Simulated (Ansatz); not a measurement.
Geometry optimisation, RKS BLYP/cc-pVDZ in Ansatz.

Input:

```yaml
crystal:
  periodic: [false, false, false]
  atoms:
    - { symbol: Si, position_ang: [-0.5556, 1.9043, 0.0206] }
    - { symbol: "N", position_ang: [-0.8558, 0.2774, -0.0892] }
    - { symbol: Si, position_ang: [0.5813, -0.5288, 0.1055] }
    - { symbol: P, position_ang: [0.1556, -2.6614, 0.0731] }
    - { symbol: H, position_ang: [-0.1055, 2.2768, 1.3447] }
    - { symbol: H, position_ang: [0.3325, 2.4112, -1.0486] }
    - { symbol: H, position_ang: [-1.42904, 0.50208, -0.92736] }
    - { symbol: H, position_ang: [-1.4613, 0.0101, 0.6304] }
    - { symbol: H, position_ang: [1.1913, -0.1964, 1.4875] }
    - { symbol: H, position_ang: [1.5446, -0.2309, -0.9691] }
    - { symbol: H, position_ang: [1.3805, -3.1784, -0.0685] }
    - { symbol: H, position_ang: [-0.2339, -2.7295, -1.2784] }
basis:
  gaussian: { orbitals: cc-pVDZ }
hamiltonian:
  xc: blyp
relax:
  f_tol: 0.02
  max_steps: 50
```

Run as:

```bash
$ ansatz run input.yaml --threads 2 --pin off --max-ram 3072MiB --backend cpu --events-out ev --progress --plain --runs-dir out
```

Where does it end, and by what steps?

It converged. After 12 steps the energy has fallen by 3.756 eV; Si1 moved furthest, 0.63 Å. The start is strongly strained (largest force component 10 eV/Å), so its close contacts needn't be bonds. Parted: Si1–Si3.

| step | energy less start (eV) | largest force component (eV/Å) | accepted |
| --- | --- | --- | --- |
| 0 | 0.0000 | 9.877 | yes |
| 1 | -2.2265 | 5.955 | yes |
| 2 | -3.2699 | 2.637 | yes |
| 3 | -3.6357 | 1.094 | yes |
| 4 | -3.7108 | 0.633 | yes |
| 5 | -3.7426 | 0.274 | yes |
| 6 | -3.7518 | 0.085 | yes |
| 7 | -3.7542 | 0.057 | yes |
| 8 | -3.7552 | 0.028 | yes |
| 9 | -3.7554 | 0.052 | yes |
| 10 | -3.7559 | 0.021 | yes |
| 11 | -3.7559 | 0.023 | no |
| 12 | -3.7560 | 0.005 | yes |

```xyz
12
Properties=species:S:1:pos:R:3
Si -0.752 2.504 0.083
N -0.972 0.389 -0.054
Si 0.582 -0.612 0.058
P 0.076 -2.882 0.035
H 0.159 2.305 1.326
H 0.447 2.419 -0.902
H -1.471 0.221 -0.944
H -1.648 0.125 0.682
H 1.174 -0.276 1.390
H 1.423 -0.145 -1.087
H 1.478 -3.236 0.103
H 0.049 -2.956 -1.410
```

The run took 39 s on 2 threads of Arm Neoverse V1 (shared host), peak memory 0.16 GiB.
